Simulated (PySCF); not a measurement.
Al(H)(Cl)(Me) (CH₄AlCl), SMILES [CH3][AlH][Cl]. The structure is a stationary point at PBE0-D3(BJ)/def2-TZVP.

Question: Give the equilibrium geometry at PBE0-D3(BJ)/def2-TZVP (PySCF confirms it by a frequency run) as a Z-matrix. (Estimate from the structure and the level; the computed values follow.)

Answer: 
```
C
H 1 1.0924
H 1 1.0944 2 108.23
H 1 1.0945 2 108.17 3 115.07
Al 1 1.9380 2 112.41 4 122.40
H 5 1.5788 1 125.93 2 -0.81
Cl 5 2.1056 6 116.05 1 179.95
```
